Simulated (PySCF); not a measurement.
Si(H)2(F)(NH2) (FH4NSi), SMILES [SiH2](F)N.

Geometry: PBE0-D3(BJ)/def2-TZVP. The values are those of a single conformer.

Method: CAM-B3LYP/def2-TZVPD (PySCF).

Symmetry labels are those of the subgroup Cs that the program uses (full group Cs).

Computed valence orbital energies around the gap with their symmetry:
| orbital | symmetry | energy (eV) |
|---|---|---|
| HOMO−7 | A' | -17.28 |
| HOMO−6 | A" | -15.79 |
| HOMO−5 | A' | -14.66 |
| HOMO−4 | A' | -14.05 |
| HOMO−3 | A" | -13.93 |
| HOMO−2 | A' | -12.15 |
| HOMO−1 | A" | -10.88 |
| HOMO | A' | -9.68 |
| LUMO | A' | 0.69 |
| LUMO+1 | A' | 1.37 |
| LUMO+2 | A' | 1.77 |
| LUMO+3 | A' | 2.20 |
